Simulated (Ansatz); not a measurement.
Basis-set extrapolation for `N[Si]1(F)C=N1` (PBE0-D4/def2-TZVP geometry, frozen core, Ansatz 0.2.0). Multiplicity 1, RHF reference.

|  | def2-TZVPP | def2-QZVPP |
| --- | --- | --- |
| HF | -537.055830 | -537.077224 |
| MP2 correlation | -0.914622 | -0.987316 |
| CCSD(T) correlation | -0.970812 | not run |

Energies in hartree. Use E(X) = E(∞) + A·exp(−7.88·√X) for Hartree–Fock and E(X) = E(∞) + B·X^(−2.97) for correlation, with X = 3 and 4, and add CCSD(T) minus MP2 of the smaller set to the MP2 limit.

**Question.** What is the CCSD(T) energy at the basis-set limit?

**Answer.** HF limit: -537.077224 + (-0.021394) × 0.13774 = -537.08017. MP2 limit: -0.987316 + (-0.072694) × 0.74074 = -1.04116. Higher-order term: -0.970812 − (-0.914622) = -0.05619. Total: -538.17752 hartree, 94.7 kcal/mol below CCSD(T)/def2-TZVPP.
